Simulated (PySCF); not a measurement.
**Working with the constants of HoB**

PBE0 constants of HoB, septet, about 10.9 electrons in the 4f shell (Mulliken), real f orbitals that mix terms (basis Ho x2c-SVPall, B x2c-SVPall; spin-free X2C with a Gaussian nucleus; PySCF 2.14; masses 164.9303 and 11.0093 u):

- ωe: 436.5 cm⁻¹
- ωexe: 2.03 cm⁻¹
- Be: 0.29593 cm⁻¹
- αe: 0.00161 cm⁻¹
- De to Ho (4f11 6s2) + B: 1.13 eV

Question: What force constant and bond length do these constants imply?

Answer: Reduced mass μred = 10.320 u; k = 5.8918×10⁻⁷·μred·ωe² (u, cm⁻¹, mdyn/Å) = 1.16 mdyn/Å; Re = √(16.8576/(μred·Be)) (u, cm⁻¹, Å) = 2.349 Å.

Question: Estimate the centrifugal constant D from the Kratzer relation and find the Dunham coefficient a1.

Answer: D = 4Be³/ωe² = 5.44e-07 cm⁻¹; a1 = −1 − αeωe/(6Be²) = -2.34.

Spin–orbit coupling is left out, which matters for elements this heavy, above all for dissociation energies. With d or f electrons several states lie close, and the lowest PBE0 determinant need not be the measured ground state.
